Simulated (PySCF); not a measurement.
Species: C5H7N2S (charge +1).
Numbering: `[H]/[N:8]=[CH:7]\[c:6]1[n+:2]([CH3:1])[cH:3][s:4][cH:5]1`

Cartesian coordinates in Å at the GFN2-xTB level; atoms count from 1:
```
atom  x, y, z in Å
C1     1.7121   -0.6780    0.3822
N2     0.6940    0.3396    0.2909
C3     0.9095    1.6033    0.6093
S4    -0.4404    2.5960    0.4136
C5    -1.3387    1.2448   -0.1290
C6    -0.5914    0.1018   -0.1388
C7    -1.0546   -1.2459   -0.5387
N8    -2.1395   -1.5577   -1.0692
H9     1.8596   -1.1528   -0.5886
H10    1.4219   -1.4392    1.1082
H11    2.6507   -0.2302    0.7012
H12    1.8607    1.9626    0.9598
H13   -2.3702    1.3494   -0.4054
H14   -0.3649   -2.0594   -0.3414
H15   -2.8133   -0.8263   -1.2760
```

Probes without a nucleus sit at each ring's centroid and 1 Å off its mean plane on both sides; NICS is minus the shielding there, NICSzz its component along the normal. Level: GIAO PBE0/pcSseg-1 (PySCF, non-relativistic, gas phase) on the GFN2-xTB geometry, one conformer.

Ring bond lengths (Å), with Mayer bond orders in brackets: N2–C3 1.321 (1.41), C3–S4 1.687 (1.30), S4–C5 1.711 (1.26), C5–C6 1.366 (1.44), C6–N2 1.376 (0.97).

Problem. Give the NICS values of each ring in ppm.

Solution. 
```json
{"ring": "N2–C3–S4–C5–C6", "type": "5-membered ring with N and S; formal bonds all aromatic", "NICS(0)": "-13.1", "NICS(1), two faces": "-11.2 / -11.2", "NICS(1)zz, two faces": "-26.1 / -26.2", "rms pucker (Å)": "0.00", "centre to ring atoms, mean (Å)": "1.26"}
```

Problem. What do they say, and how far can they be read as aromaticity?

Solution. 
- N2–C3–S4–C5–C6: mean NICS(1)zz -26.2 ppm, shielded. The ring is flat and has no four-coordinate atom; by the NICS criterion it is aromatic.

Problem. What does the geometric index give? HOMA = 1 − mean of α(R − Ropt)² over the ring bonds, with Krygowski's 1993 parameters (CC: Ropt 1.388 Å, α 257.7 Å⁻²; CN: Ropt 1.334 Å, α 93.52 Å⁻²; CS: Ropt 1.677 Å, α 94.09 Å⁻²).

Solution. 
- N2–C3–S4–C5–C6: HOMA 0.91; the largest term is that of C6–N2, α(R − Ropt)² = 0.17. The geometric and the magnetic index point the same way.

Problem. Give the inner angles of the rings and the Hirshfeld charges of the ring atoms.

Solution. 
- N2–C3–S4–C5–C6: N2 113.1° (+0.058 e), C3 113.9° (+0.062 e), S4 89.6° (+0.310 e), C5 112.1° (-0.033 e), C6 111.4° (+0.061 e); sum 540.0° against 540° for a flat convex ring.
